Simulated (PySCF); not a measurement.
PySCF input (HF/def2-TZVPD):

```python
from pyscf import gto, scf, dft

mol = gto.M(
    atom='''
    C    -0.75978784    0.05014517    0.07071473
    C     0.75978784   -0.05014517   -0.07071473
    Cl    1.34153413   -1.61205362    0.56736060
    Cl    1.55484951    1.28751350    0.80316919
    Cl   -1.55484951   -1.28751350   -0.80316919
    Cl   -1.34153413    1.61205362   -0.56736060
    H    -1.05489891   -0.01286713    1.11249249
    H     1.05489891    0.01286713   -1.11249249
    ''',
    basis='def2-tzvpd',
    charge=0,
    spin=0,
    verbose=4,
)

mf = scf.RHF(mol).density_fit(auxbasis='def2-universal-jkfit')
mf.conv_tol = 1e-9
mf.max_cycle = 100
mf.max_memory = 1500
mf.kernel()
if not mf.converged:
    mf = mf.newton()
    mf.kernel(mf.make_rdm1())
mf.analyze()
```

End of the output:

```
Extra cycle  E= -1914.9555086354  delta_E= -9.6e-11  |g|= 5.89e-06  |ddm|= 2.18e-05
converged SCF energy = -1914.9555086354
**** SCF Summaries ****
Total Energy =                       -1914.955508635399156
Nuclear Repulsion Energy =             519.394739497080764
One-electron Energy =                -3679.434392223796749
Two-electron Energy =                 1245.084144091316830
Two-electron Coulomb Energy =         1366.427429535317060
DFT Exchange-Correlation Energy =     -121.343285444000230
HOMO-LUMO gap [eV] =                    13.383437372301328
**** MO energy ****
MO #1   energy= -104.859692260131  occ= 2
MO #2   energy= -104.859692119575  occ= 2
MO #3   energy= -104.859691453209  occ= 2
MO #4   energy= -104.859690672745  occ= 2
MO #5   energy= -11.3968166718363  occ= 2
MO #6   energy= -11.3962020671616  occ= 2
MO #7   energy= -10.5875394239332  occ= 2
MO #8   energy= -10.5875346407177  occ= 2
MO #9   energy= -10.5875292021494  occ= 2
MO #10  energy= -10.5875282438666  occ= 2
MO #11  energy= -8.05444171186431  occ= 2
MO #12  energy= -8.05444162158007  occ= 2
MO #13  energy= -8.05444097132024  occ= 2
MO #14  energy= -8.05443960418335  occ= 2
MO #15  energy= -8.05277907349729  occ= 2
MO #16  energy= -8.05277765053252  occ= 2
MO #17  energy= -8.05277764525212  occ= 2
MO #18  energy= -8.05277647734816  occ= 2
MO #19  energy= -8.05272312033438  occ= 2
MO #20  energy= -8.05272278336949  occ= 2
MO #21  energy= -8.0527222446661   occ= 2
MO #22  energy= -8.05272209866133  occ= 2
MO #23  energy= -1.24746543889145  occ= 2
MO #24  energy= -1.17534562704287  occ= 2
MO #25  energy= -1.11987433054511  occ= 2
MO #26  energy= -1.09737990422725  occ= 2
MO #27  energy= -0.965386753879269 occ= 2
MO #28  energy= -0.849512404173716 occ= 2
MO #29  energy= -0.682876003020027 occ= 2
MO #30  energy= -0.669256926485335 occ= 2
MO #31  energy= -0.637128358581508 occ= 2
MO #32  energy= -0.609697547585028 occ= 2
MO #33  energy= -0.56419984705504  occ= 2
MO #34  energy= -0.492644825912163 occ= 2
MO #35  energy= -0.491427394843686 occ= 2
MO #36  energy= -0.487038809153828 occ= 2
MO #37  energy= -0.48575804101783  occ= 2
MO #38  energy= -0.47259958335189  occ= 2
MO #39  energy= -0.468364634575367 occ= 2
MO #40  energy= -0.456151531056422 occ= 2
MO #41  energy= -0.439274075306973 occ= 2
MO #42  energy= 0.0525581805900507 occ= 0
MO #43  energy= 0.0580479769855892 occ= 0
MO #44  energy= 0.0587559490166944 occ= 0
MO #45  energy= 0.0662977259024585 occ= 0
MO #46  energy= 0.0767458151464567 occ= 0
MO #47  energy= 0.0873232483692326 occ= 0
MO #48  energy= 0.098596012080482  occ= 0
MO #49  energy= 0.0987885439662175 occ= 0
MO #50  energy= 0.104836042025389  occ= 0
MO #51  energy= 0.109120152656043  occ= 0
MO #52  energy= 0.119269499161798  occ= 0
MO #53  energy= 0.128066350675516  occ= 0
MO #54  energy= 0.149108253018995  occ= 0
MO #55  energy= 0.157156046670838  occ= 0
MO #56  energy= 0.159844169152261  occ= 0
MO #57  energy= 0.160394152012486  occ= 0
MO #58  energy= 0.171725870282687  occ= 0
MO #59  energy= 0.186545207626661  occ= 0
MO #60  energy= 0.199961747980071  occ= 0
MO #61  energy= 0.205252877047615  occ= 0
MO #62  energy= 0.2081631379545    occ= 0
MO #63  energy= 0.22509365985118   occ= 0
MO #64  energy= 0.246954267297169  occ= 0
MO #65  energy= 0.260492502235114  occ= 0
MO #66  energy= 0.282141362048829  occ= 0
MO #67  energy= 0.284807688953007  occ= 0
MO #68  energy= 0.285901356425762  occ= 0
MO #69  energy= 0.302274499874658  occ= 0
MO #70  energy= 0.307306164184892  occ= 0
MO #71  energy= 0.308993083881396  occ= 0
MO #72  energy= 0.321595783809849  occ= 0
MO #73  energy= 0.330507085243513  occ= 0
MO #74  energy= 0.336865463011347  occ= 0
MO #75  energy= 0.337177660527159  occ= 0
MO #76  energy= 0.33942880938959   occ= 0
MO #77  energy= 0.349742070247683  occ= 0
MO #78  energy= 0.366220193448534  occ= 0
MO #79  energy= 0.371372542540382  occ= 0
MO #80  energy= 0.371573646550085  occ= 0
MO #81  energy= 0.372118088491454  occ= 0
MO #82  energy= 0.377450096142428  occ= 0
MO #83  energy= 0.386377101699888  occ= 0
MO #84  energy= 0.394829760504915  occ= 0
MO #85  energy= 0.396126667473932  occ= 0
MO #86  energy= 0.411730611534404  occ= 0
MO #87  energy= 0.413721858214002  occ= 0
MO #88  energy= 0.417056705202454  occ= 0
MO #89  energy= 0.436599114127814  occ= 0
MO #90  energy= 0.440425972207103  occ= 0
MO #91  energy= 0.446075395570412  occ= 0
MO #92  energy= 0.460999131142385  occ= 0
MO #93  energy= 0.475874089752796  occ= 0
MO #94  energy= 0.486911156708908  occ= 0
MO #95  energy= 0.506129387843096  occ= 0
MO #96  energy= 0.524531082470409  occ= 0
MO #97  energy= 0.531367413380144  occ= 0
MO #98  energy= 0.536590870234334  occ= 0
MO #99  energy= 0.540894731093052  occ= 0
MO #100 energy= 0.546389737621639  occ= 0
MO #101 energy= 0.561534084933221  occ= 0
MO #102 energy= 0.596670783883298  occ= 0
MO #103 energy= 0.598255777172842  occ= 0
MO #104 energy= 0.605091726222052  occ= 0
MO #105 energy= 0.612749459996549  occ= 0
MO #106 energy= 0.649268423662486  occ= 0
MO #107 energy= 0.662166309117152  occ= 0
[...]
```
